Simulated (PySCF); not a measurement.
BCl, triplet, at a GFN2-xTB geometry (the spin is typed, not shown lowest); HF/aug-cc-pVDZ (PySCF).

PySCF was given this input:
```python
from pyscf import gto, scf

mol = gto.M(
    atom='''
B    -0.000000   -0.000000   -1.299651
Cl    0.000000    0.000000    0.382250
''',
    basis='aug-cc-pvdz',
    charge=0,
    spin=2,
    verbose=5,
)

mf = scf.UHF(mol)
mf.kernel()
```

Output, abridged:

```
PySCF version 2.14.0

[INPUT] verbose = 5
[INPUT] max_memory = 4000
[INPUT] num. atoms = 2
[INPUT] num. electrons = 22
[INPUT] charge = 0
[INPUT] spin (= nelec alpha-beta = 2S) = 2
[INPUT] symmetry False subgroup None
[INPUT] Mole.unit = angstrom
[INPUT] Symbol           X                Y                Z      unit          X                Y                Z       unit  Magmom
[...]
[INPUT] ---------------- BASIS SET ----------------
[INPUT] l, kappa, [nprim/nctr], expnt,             c_1 c_2 ...
[INPUT] B
[...]
                                685.9             0.005353 -0.001097
                                156.5             0.027134 -0.005444
                                44.47             0.10138 -0.021916
                                14.48             0.272055 -0.059751
                                5.131             0.448403 -0.138732
                                1.898             0.290123 -0.131482
                                0.3329            0.014322 0.539526
[...]
                                1.241             0.198072
                                0.3364            0.50523
[...]
[INPUT] Cl
[...]
                                19170             0.00187095 -0.000521836 0.000158298
                                4363              0.00970827 -0.00276513 0.000833639
                                1236              0.0393153 -0.0111537 0.0033988
                                403.6             0.125932 -0.0385919 0.0116738
                                145.7             0.299341 -0.0994848 0.0309622
                                56.81             0.421886 -0.201392 0.0629533
                                23.23             0.237201 -0.130313 0.0460257
                                6.644             0.0191531 0.509443 -0.219312
                                2.575             -0.00334792 0.610725 -0.408773
                                0.5371            0.000929883 0.0421549 0.638465
[...]
                                98.33             0.0398332 -0.0107796
                                31.04             0.164655 -0.0470075
                                11.19             0.387322 -0.11103
                                4.249             0.457072 -0.153275
                                1.624             0.151636 0.0894609
                                0.5322            0.00181615 0.579444
[...]
nuclear repulsion = 26.7435853407543
number of shells = 16
number of NR pGTOs = 85
number of NR cGTOs = 50
[...]
  1.00602546e+00  1.00837638e+00  1.08110509e+00  1.08141476e+00
  1.13290982e+00  1.17312723e+00  1.20042030e+00  1.26512253e+00
  1.41082199e+00  1.41084337e+00  1.52904359e+00  1.54433521e+00
  1.64810730e+00  1.77943421e+00]
multiplicity <S^2> = 2.0076242  2S+1 = 3.0050785
E1 = -720.6101921928971  E2 = 209.78312045811714  Ecoul = 241.24964905167886  Exc = -31.46652859356172
cycle= 12 E= -484.083486394026  delta_E= -6.61e-10  |g|= 2.48e-06  |ddm|= 5.02e-05
  alpha mo_energy =
[-1.04861161e+02 -1.05894220e+01 -8.05758512e+00 -8.05495892e+00
 -8.05312005e+00 -7.71622128e+00 -1.15051260e+00 -6.89050985e-01
 -5.40359218e-01 -5.05659194e-01 -4.91349577e-01 -3.04962057e-01
  2.89658651e-02  5.40588235e-02  5.99538061e-02  6.26458636e-02
  8.06530788e-02  1.39338237e-01  1.63995081e-01  1.65525005e-01
  2.13108214e-01  2.50639049e-01  2.50938265e-01  2.89737925e-01
  3.20156996e-01  3.27639605e-01  4.08078456e-01  4.27768678e-01
  4.72966596e-01  5.04959228e-01  5.11768283e-01  5.11879113e-01
  6.01171799e-01  6.21162102e-01  6.64293113e-01  9.74806444e-01
  9.87000266e-01  9.93083300e-01  9.98366524e-01  1.00104390e+00
  1.12117532e+00  1.12794056e+00  1.13272156e+00  1.22035393e+00
  1.40619002e+00  1.40623513e+00  1.52025463e+00  1.52219163e+00
  1.62151256e+00  1.76485833e+00]
  beta  mo_energy =
[-1.04859842e+02 -1.05879289e+01 -8.05443090e+00 -8.05409230e+00
 -8.05054661e+00 -7.67087122e+00 -1.13276883e+00 -6.18525378e-01
 -5.07224853e-01 -4.93357802e-01  5.85021001e-03  4.95062634e-02
  5.61624642e-02  5.62872616e-02  1.01668889e-01  1.32175108e-01
  1.45752029e-01  1.57573321e-01  1.67215534e-01  1.81763056e-01
  2.35214043e-01  2.70034069e-01  2.70743003e-01  3.19674456e-01
  3.39322688e-01  3.53772015e-01  4.38361312e-01  4.67448554e-01
  5.16025288e-01  5.16634755e-01  5.27407047e-01  5.51249564e-01
  6.51705685e-01  6.78157767e-01  7.52283894e-01  9.95859613e-01
  1.00602570e+00  1.00837622e+00  1.08110568e+00  1.08141535e+00
  1.13290996e+00  1.17312756e+00  1.20042068e+00  1.26512282e+00
  1.41082171e+00  1.41084309e+00  1.52904360e+00  1.54433525e+00
  1.64810741e+00  1.77943435e+00]
multiplicity <S^2> = 2.0076243  2S+1 = 3.0050786
E1 = -720.6101982498649  E2 = 209.78312651507449  Ecoul = 241.24965546699886  Exc = -31.466528951924374
Extra cycle  E= -484.083486394036  delta_E= -1.04e-11  |g|= 1.28e-06  |ddm|= 4.38e-06
converged SCF energy = -484.083486394036  <S^2> = 2.0076243  2S+1 = 3.0050786
```
